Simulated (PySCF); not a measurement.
Computed shifts of a molecule C6H6O, PySCF with PBE/pcSseg-1, GIAO, gas phase, atoms alike by connectivity averaged where their shifts nearly agree, in ppm (number of nuclei): ¹³C: 149.1 (2), 141.0 (2), 128.2 (2). ¹H: 6.71 (2), 6.11 (2), 6.10 (2). References: ¹³C against TMS (σ = 182.0 ppm); ¹⁷O against H2O (σ = 334.3 ppm); ¹H against TMS (σ = 31.49 ppm), references at their B3LYP-D3(BJ)/def2-TZVP geometries, non-relativistic. The structure is a stationary point at PBE-D3(BJ)/def2-SVP. One conformer was computed; it need not be the lowest.

Question: Which structure fits?
(A) C#C[C@H]1C[C@H]1C=O
(B) C=C=C1OCC1=C
(C) C1=CC=COC=C1
(D) C#CC=C1COC1

Answer: C, C1=CC=COC=C1
